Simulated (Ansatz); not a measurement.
Program: Ansatz. Geometries: PBE0-D4/def2-TZVP. ΔE: electronic, gas phase. CBS: MP2 limit from def2 TZ/QZ plus the TZ coupled-cluster correction, frozen cores. This one scheme is used for every species. Functionals use def2-TZVPP. Each species was taken in one conformer, which may not be the lowest.

Consider the substitution at a C–C bond: `CC(=S)CCl` + `O[SiH2]O` → `CC(=S)O[SiH2]O` + `CCl`.

`CC(=S)CCl`:

Cartesian coordinates in Å:
```
C -0.343 0.900 -0.863
C 0.044 -0.472 -0.437
S 0.191 -1.721 -1.453
C 0.238 -0.704 1.033
Cl 1.124 0.609 1.858
H -1.143 1.290 -0.226
H -0.649 0.911 -1.906
H 0.507 1.576 -0.726
H -0.744 -0.758 1.511
H 0.775 -1.631 1.209
```

`O[SiH2]O`:

Cartesian coordinates in Å:
```
O -0.162 1.440 0.052
Si -0.095 -0.165 0.389
O 0.367 -1.084 -0.891
H 0.661 1.888 -0.150
H 0.924 -0.460 1.423
H -1.472 -0.494 0.824
H -0.223 -1.125 -1.646
```

`CC(=S)O[SiH2]O`:

Z-matrix (Å, degrees):
```
C
C 1 1.494
H 1 1.095 2 109.8
H 1 1.086 2 110.7 3 120.7
H 1 1.095 2 110.2 3 -117.8
S 2 1.620 1 124.3 3 -119.1
O 2 1.339 1 115.2 3 60.7
Si 7 1.664 2 132.2 1 5.6
O 8 1.635 7 111.9 2 62.5
H 8 1.477 7 103.0 2 -176.5
H 8 1.477 7 110.4 2 -54.9
H 9 0.959 8 118.6 7 70.7
```

`CCl`:

```xyz
5

C     0.036    0.052    0.132
Cl   -0.402   -0.576   -1.468
H    -0.736   -0.236    0.841
H     0.108    1.135    0.072
H     0.993   -0.374    0.422
```

CCSD(T)/CBS gives +0.15 eV.

Another level gave +0.01 eV. Which?
A. r2SCAN-D4/def2-TZVPP
B. MP2/def2-TZVPP
C. CCSD/def2-TZVPP
D. ωB97M-V/def2-TZVPP

A. r2SCAN-D4 0.01, CCSD/def2-TZVPP 0.13, MP2/def2-TZVPP 0.19, ωB97M-V 0.06 eV.

Largest T1 diagnostic among the species: 0.015.

In def2-TZVPP, CCSD(T) changes the Hartree–Fock value by +0.13 eV (the triples alone add +0.00 eV) and MP2 by +0.19 eV.
